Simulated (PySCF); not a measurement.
A structure optimised at PBE-D3(BJ)/def2-SVP, used in a PySCF frequency run:

```xyz
13

C      0.2586     2.5453     0.0000
C     -0.3959     1.3609     0.0000
C      0.2474     0.0570     0.0000
C     -0.4178    -1.1249     0.0000
C      0.2174    -2.4785     0.0000
H      1.3604     2.5884     0.0000
H     -0.2818     3.5036     0.0000
H     -1.5015     1.3587     0.0000
H      1.3537     0.0485     0.0000
H     -1.5239    -1.0966     0.0000
H     -0.0945    -3.0723    -0.8873
H      1.3238    -2.4165     0.0000
H     -0.0945    -3.0723     0.8873
```
Charge 0, spin multiplicity 1.

Question: Write its SMILES, formula and point group.

Answer: C=C/C=C/C, C5H8, Cs

Question: What are its rotational constants (standard atomic weights)?

Answer: 28.301, 2.1260, 2.0023 GHz
